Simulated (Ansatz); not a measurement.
Species: C4H7Cl2, charge 0, multiplicity 2. It need not be the lowest isomer of its formula. 
Structure (B3LYP-D3(BJ)/def2-TZVP (Ansatz, a first-principles code) minimum search):
```xyz
13

C     -2.1989     0.7967     0.2529
C     -0.9693    -0.0099    -0.0990
C      0.1692     0.1601     0.8068
C      1.5374    -0.0979     0.3666
Cl     2.1966     1.3899    -0.5417
Cl    -1.4249    -1.8362    -0.0756
H     -1.9619     1.8605     0.1745
H     -3.0208     0.5711    -0.4243
H     -2.5208     0.5866     1.2732
H     -0.6744     0.1380    -1.1360
H     -0.0132     0.4984     1.8188
H      1.6066    -0.9053    -0.3578
H      2.2353    -0.2553     1.1815
```
Charge 0, spin multiplicity 2.

Parts of the frozen-core correlation energy in 6-31G (Ansatz, hartree). Frozen orbitals: 14; correlated occupied orbitals by spin: 19 and 18; virtual: 43 and 44. UHF or UKS for open shells. No spin-orbit coupling. Non-relativistic.

```json
[
 {"term": "reference (HF)", "value": "-1074.37921"},
 {"term": "MP2 opposite-spin", "value": "-0.32874"},
 {"term": "MP2 same-spin", "value": "-0.09548"},
 {"term": "CCSD correlation", "value": "-0.48396"},
 {"term": "(T)", "value": "-0.01204"},
 {"term": "T1 diagnostic", "value": "0.012"},
 {"term": "largest doubles amplitude", "value": "0.033"},
 {"term": "<S^2> of the reference", "value": "0.777"}
]
```
